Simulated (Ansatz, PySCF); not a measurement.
GeOBr₂, SMILES [O]=[Ge]([Br])[Br].

Geometry: B3LYP-D3(BJ)/def2-SVP.

Vertical ionisation energy (IE) and electron affinity (EA) in eV. Rows of orbital energies are one-electron estimates. Where ΔSCF, EOM or ADC give a negative EA the extra electron is unbound and the value depends on the basis.

```csv
level,IE,EA
"−ε(HOMO), −ε(LUMO), PBE0/def2-TZVP (PySCF)",8.65,3.24
"−ε(HOMO), −ε(LUMO), PBE/def2-TZVP (PySCF)",7.14,4.05
"ΔSCF, PBE0/def2-TZVPD (Ansatz), final states of multiplicity 2 and 2",10.40,1.53
"ΔSCF, PBE/def2-TZVPD (Ansatz), final states of multiplicity 2 and 2",[?],[?]
```

Problem. Fill in the missing entries. (The exact figures need the calculation; the answer reports its results.)

Solution. 
- ΔSCF, PBE/def2-TZVPD (Ansatz, a quantum-chemistry and plane-wave program), final states of multiplicity 2 and 2, IE: 10.26
- ΔSCF, PBE/def2-TZVPD (Ansatz), final states of multiplicity 2 and 2, EA: 1.53

Problem. What vertical singlet–triplet gap does ΔSCF give with PBE0/def2-TZVPD (Ansatz) and with PBE/def2-TZVPD (Ansatz)? (Estimate from the structure and the level; the computed values follow.)

Solution. 3.23 and 3.19 eV (triplet above singlet where positive).
